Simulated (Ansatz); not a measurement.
H2Se2 (SMILES [SeH][SeH]) moved off its minimum; all values from Ansatz (an electronic-structure program), cores frozen in correlated methods.
(charge 0, multiplicity 1)
```xyz
4

Se     0.41191    -0.88113     0.53218
H     -0.05881    -1.90314    -0.31698
Se    -0.17200     0.87591    -0.63219
H     -1.68032     1.13109     0.11723
```

```json
[
 {"level": "HF/def2-TZVPP", "largest force (eV/Å)": "4.51", "on atom": "Se3", "rms difference from CCSD(T)/aug-cc-pVTZ (eV/Å)": "0.334", "dipole (D)": "0.89"},
 {"level": "PBE/def2-TZVPP", "largest force (eV/Å)": "3.70", "on atom": "Se3", "rms difference from CCSD(T)/aug-cc-pVTZ (eV/Å)": "0.200", "dipole (D)": "0.74"},
 {"level": "r2SCAN/def2-TZVPP", "largest force (eV/Å)": "3.73", "on atom": "Se3", "rms difference from CCSD(T)/aug-cc-pVTZ (eV/Å)": "0.216", "dipole (D)": "0.81"},
 {"level": "B3LYP/def2-TZVPP", "largest force (eV/Å)": "3.97", "on atom": "Se3", "rms difference from CCSD(T)/aug-cc-pVTZ (eV/Å)": "0.068", "dipole (D)": "0.74"},
 {"level": "wB97M-V/def2-TZVPP", "largest force (eV/Å)": "3.97", "on atom": "Se3", "rms difference from CCSD(T)/aug-cc-pVTZ (eV/Å)": "0.214", "dipole (D)": "0.78"},
 {"level": "MP2/aug-cc-pVTZ", "largest force (eV/Å)": "4.16", "on atom": "Se3", "rms difference from CCSD(T)/aug-cc-pVTZ (eV/Å)": "0.154", "dipole (D)": "0.76"},
 {"level": "CCSD(T)/aug-cc-pVTZ", "largest force (eV/Å)": "4.10", "on atom": "Se3", "rms difference from CCSD(T)/aug-cc-pVTZ (eV/Å)": "0.000", "dipole (D)": "0.73"}
]
```

The differences count from one level among others, with limits of its own. Forces at CCSD(T)/aug-cc-pVTZ (eV/Å):

```
atom      Fx      Fy      Fz
----  ------  ------  ------
Se1    1.506  -1.127   2.546
H2    -0.617  -1.143  -1.045
Se3   -3.191   2.564  -0.230
H4     2.302  -0.294  -1.271
```
